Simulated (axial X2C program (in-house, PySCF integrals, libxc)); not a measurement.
Potential curves of MnSe, scalar-relativistic

Calculated with an in-house all-electron X2C program for linear molecules (integrals from PySCF). Spin-free means the one-electron spin-free X2C Hamiltonian. Basis: Se dyall-cv3z [8s9p6d4f1g], Mn dyall-cv3z [9s10p6d3f2g] (cores contracted in-house); Gaussian nuclei, density fitting, unrestricted open shells. Masses: Se 79.917 u, Mn 54.938 u.

State: M_S = 5/2, Λ = 0 (beyond evenly filled blocks: σα, π+α, π-α, δ+α, δ-α). Energies in cm⁻¹ from the fragments at the same level (Se + Mn). Fits are polynomials in 1 − R0/R over 0.85 to 1.23 times the lowest point R0.

| R (Å) | TPSSh | PBE0 | CCSD |
| --- | --- | --- | --- |
| 1.9088 | -18807 | -14672 |  |
| 1.9965 | -23219 | -19278 | -9704 |
| 2.0624 | -25035 | -21235 | -12115 |
| 2.1282 | -25893 | -22225 | -13523 |
| 2.1940 | -26024 | -22481 | -14174 |
| 2.2708 | -25495 | -22090 | -14229 |
| 2.3476 | -24444 | -21168 | -13744 |
| 2.4463 | -22594 | -19480 | -12600 |
| 2.5670 | -19917 | -17003 |  |
| 2.7425 | -15802 | -13178 |  |

Correlated methods: 13 electrons correlated (number of frozen shells: Se 3 s, 2 p, 1 d; Mn 3 s, 2 p), 277 virtual spin orbitals or spinors in MP2, 90 natural virtuals in coupled cluster.

One determinant describes the state; a PBE0 search over occupations chose it and may have missed a lower one. De is counted from the lowest determinant-based energies of the atoms at the same level, without counterpoise correction. CCSD ran in a truncated set of natural virtual spinors with an MP2 remainder; without triples it tends to underbind. The determinant is spin-polarised beyond a pure state at some levels (its spin-free form has ⟨S²⟩ too high), which makes Re and μ there less reliable. The T1 diagnostic is large, a sign of multireference character. Spin-free De lacks the spin–orbit lowering of the heavy p-block atom, a tenth of an eV or more for 4p and 5p, up to an eV for 6p and one to two eV for 7p atoms, less what an open-shell molecule gains itself. Coupled cluster ran on the points near the minimum only. MP2 and coupled cluster on one determinant become unreliable at the stretched end.

Q: What are Re, ωe and De at the TPSSh level?

A: At TPSSh, spin-free: Re = 2.174 Å, ωe ≈ 377 cm⁻¹, De = 3.23 eV to Se + Mn; Be follows as 0.11 cm⁻¹.

Q: What are Re, ωe and De at the PBE0 level?

A: At PBE0, spin-free: Re = 2.188 Å, ωe ≈ 368 cm⁻¹, De = 2.79 eV to Se + Mn; Be follows as 0.108 cm⁻¹.

Q: What are Re, ωe and De at the CCSD level?

A: At CCSD, spin-free: Re = 2.238 Å, ωe ≈ 331 cm⁻¹, De = 1.77 eV to Se + Mn; Be follows as 0.103 cm⁻¹.
